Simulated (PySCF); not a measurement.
# Excitation energy of P⁺ by level of theory

P⁺ [Ne] 3s2 3p2 (3P) → P⁺ [Ne] 3s1 3p3 (5S), as a difference of total energies. Calculation: PySCF 2.14, in aug-cc-pV(D+d)Z (5s4p3d, 32 functions); the non-relativistic Hamiltonian (point nucleus). Correlated levels: valence: [Ne] frozen. The calculations carry no spin-orbit coupling.

| method | excitation energy (eV) |
| --- | --- |
| UHF | 3.928 |
| LDA | 5.812 |
| PBE | 5.691 |
| PBE0 | 5.487 |
| r2SCAN | 4.922 |
| BHandHLYP | 5.951 |
| M06-2X | 6.041 |
| PW91 | 5.693 |
| MP2 (valence) | 4.820 |
| SCS-MP2 (valence) | 5.232 |

Question: How much does correlation contribute at MP2 (valence)?

Answer: 4.820 − (3.928) = 0.892 eV, measured against UHF.

Errors of the correlated levels include the incompleteness of this basis and the frozen core.

For comparison: 5.627 eV (measured; NIST levels, between the centres of gravity of the two terms).
